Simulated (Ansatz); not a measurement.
# Worked example: GaH2F + CH3FO → GaH2(OH) + CH2F2

Species: GaH2F `[F][GaH2]`, singlet; CH3FO `OCF`, singlet; GaH2(OH), singlet; CH2F2 (difluoromethane) `FCF`, singlet. The partners trade F for OH: Ga–F and C–OH bonds give way to Ga–OH and C–F.

Shapes, held fixed at every level: PBE0-D4/def2-TZVP. Flexible molecules stand in one conformer, not always the lowest. Programs: Ansatz 0.2.0. The zero-point and thermal change to 298 K, harmonic and unscaled (PBE0-D4/def2-TZVP), is -1.6 kJ/mol.

At CCSD(T)/def2-TZVPP; 1 Eh = 2625.50 kJ/mol:

```
 species   energy (Eh)
   GaH2F  -2024.431262
   CH3FO   -214.704475
GaH2(OH)  -2000.413314
   CH2F2   -238.710082
```

Problem. Work out ΔH(298 K) of the reaction at this level.

Solution. 
1. Products less reactants: (-2000.413314) + (-238.710082) − [(-2024.431262) + (-214.704475)] = 0.012341 Eh = +32.4 kJ/mol.
2. With the thermal change: +32.4 + (-1.6) = +30.8 kJ/mol.

Other levels give +30.4 (SPW92/def2-TZVPP) to +36.5 kJ/mol (HF/def2-TZVPP). No measured value is set beside it here. Relativity is left out for Ga unless named. Correlated rows may include outer-core shells of Ga, which these sets cover unevenly.
